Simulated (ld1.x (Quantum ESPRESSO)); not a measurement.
## How hard is this Be (Z = 4) PAW potential?

- Element: beryllium
- Generator: ld1.x (Quantum ESPRESSO) 7.5
- Type: PAW
- Functional: PBEsol
- Relativity: scalar-relativistic
- Frozen core: none
- Valence charge: 4
- Reference configuration: 1s2 2s0 2p0 (charge +2)
- Partial waves: 1s (bound): rcut 0.65, rcutus 0.80 bohr; 2s (bound, empty): rcut 0.65, rcutus 0.80 bohr; 2p (bound, empty): rcut 2.40, rcutus 3.35 bohr; 2p channel at -0.65 Ry: rcut 2.40, rcutus 3.35 bohr
- Local potential: all-electron potential smoothed inside 2.60 bohr (lloc = -1)
- Core correction: none
- Augmentation charge: PSQ, radius 0.60 bohr

The pseudo-atom Hamiltonian at the reference potential is diagonalised in spherical Bessel functions j_l(qr) that vanish at 20 bohr, with q² up to the cutoff. All-electron valence levels (Ry): 1s -9.6571, 2s -1.5209, 2p -1.2582.

Task: How do the lowest levels (Ry) of each channel move with the cutoff, and are there ghosts?

Result:

```
cutoff (Ry)     s #1     s #2     p #1     d #1     f #1  Σ f·Δε (mRy)
          8  -7.0527  -1.0579  -1.2581  -0.4487  -0.2495        5208.9
         15  -8.4027  -1.1579  -1.2582  -0.4488  -0.2495        2508.8
         25  -9.1760  -1.2262  -1.2582  -0.4488  -0.2495         962.3
         40  -9.5444  -1.2949  -1.2582  -0.4488  -0.2495         225.3
         60  -9.6406  -1.3710  -1.2582  -0.4488  -0.2495          33.0
         90  -9.6564  -1.4703  -1.2582  -0.4488  -0.2495           1.4
        120  -9.6566  -1.5121  -1.2582  -0.4488  -0.2495           1.0
        180  -9.6571  -1.5205  -1.2582  -0.4488  -0.2495           0.1
        400  -9.6571  -1.5209  -1.2582  -0.4488  -0.2495           0.0
```

Result: no extra level below or beside the all-electron valence levels (s, p, d, f tested); 10 mRy is reached at 80 Ry and 1 mRy at 140 Ry.

The cutoffs count occupied waves only; the empty 2s level needs 120 Ry at the loose tolerance. Test run stopped at test 1 of 7 (negative rho).
